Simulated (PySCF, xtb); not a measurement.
Ga(OH)(SiH3)2 (GaH7OSi2), SMILES [SiH3][Ga]([SiH3])[OH]. One conformer was computed; it need not be the lowest.

Harmonic wavenumbers (cm⁻¹) from GFN2-xTB (xtb) at its own minimum, in rising order: 45, 49, 78, 89, 108, 249, 253, 346, 350, 353, 366, 370, 443, 552, 727, 782, 794, 796, 798, 803, 2115, 2123, 2124, 2127, 2128, 2132, 3704.

Question: What does PBE-D3(BJ)/def2-SVP (PySCF 2.14.0) give at its own minimum? (The exact figures need the calculation; the answer reports its results.)

Answer: 24, 38, 71, 107, 140, 279, 344, 371, 431, 436, 464, 473, 654, 769, 806, 833, 899, 900, 902, 903, 2133, 2139, 2149, 2151, 2152, 2169, 3729. Paired by order, the mean absolute difference is 65 cm⁻¹ and the zero-point energies are 35.5 and 37.8 kcal/mol.
